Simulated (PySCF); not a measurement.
## Excitation energy of Mn by level of theory

Mn [Ar] 3d5 4s2 (6S) → Mn [Ar] 3d6 4s1 (6D), as a difference of total energies. Calculation: PySCF 2.14, in x2c-TZVPPall with one added diffuse shell each of s, p, d, f type (7s6p5d3f1g, 80 functions); the spin-free X2C one-electron Hamiltonian (Gaussian nucleus). Correlated levels: valence and next inner shell: [Ne] frozen. The calculations carry no spin-orbit coupling.

```json
{"method": "UHF", "excitation energy (eV)": "3.382", "error (eV)": "+1.237"}
{"method": "MP2 (valence and next inner shell)", "excitation energy (eV)": "1.857", "error (eV)": "-0.288"}
{"method": "SCS-MP2 (valence and next inner shell)", "excitation energy (eV)": "2.025", "error (eV)": "-0.120"}
{"method": "CCSD (valence and next inner shell)", "excitation energy (eV)": "2.436", "error (eV)": "+0.291"}
{"method": "CCSD(T) (valence and next inner shell)", "excitation energy (eV)": "2.351", "error (eV)": "+0.206"}
```

Reference: 2.145 eV (measured; NIST levels, between the centres of gravity of the two terms).

Errors of the correlated levels include the incompleteness of this basis and the frozen core.
